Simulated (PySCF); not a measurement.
# A small calculation by hand: entropy of an ideal gas

SbCl2, SMILES [Cl][Sb+][Cl] (connectivity only; charge and spin as stated), charge +1, multiplicity 1.

Coordinates come from a ωB97X-D3(BJ)/def2-TZVP optimisation. The multiplicity is an assumed one; other spin states were not compared. The isomer is the one that the SMILES or the coordinates give; other isomers of the formula were not compared. The def2 effective core potentials stand for the cores of Sb; spin–orbit coupling is left out.

ωB97X-D3(BJ)/def2-TZVP (PySCF) gives the harmonic wavenumbers 152, 448, 461 cm⁻¹ and the rotational temperatures 0.2584, 0.1176, 0.0808 K. The molar mass is 192.66 g/mol, the symmetry number 2, the spin multiplicity 1.

Q: Work out the entropy at 298.15 K and 1 atm in the rigid-rotor, harmonic-oscillator model.

A: 
Translation (Sackur–Tetrode at 1 atm): S = R[1.5 ln M + 2.5 ln T − 1.16487] = 174.4 J/(mol K).
Rotation: q = (√π/σ) T^1.5/√(θA θB θC) = 92100, S = R[ln q + 3/2] = 107.5 J/(mol K).
Vibration: with u = 1.4388 ν/T, each mode gives R[u/(e^u − 1) − ln(1 − e^−u)]:
```tsv
ν (cm⁻¹)	modes	u	S (J/(mol K))
152	1	0.73	11.08
448	1	2.16	3.35
461	1	2.22	3.19
```
These are all the modes. Sum 17.6 J/(mol K).
Spin: R ln 1 = 0.0 J/(mol K).
Total 299.5 J/(mol K); the program's own thermochemistry gives 299.5. Translation makes up 58 % and vibration 6 %. Anharmonicity, hindered rotation and orbital degeneracy are left out.
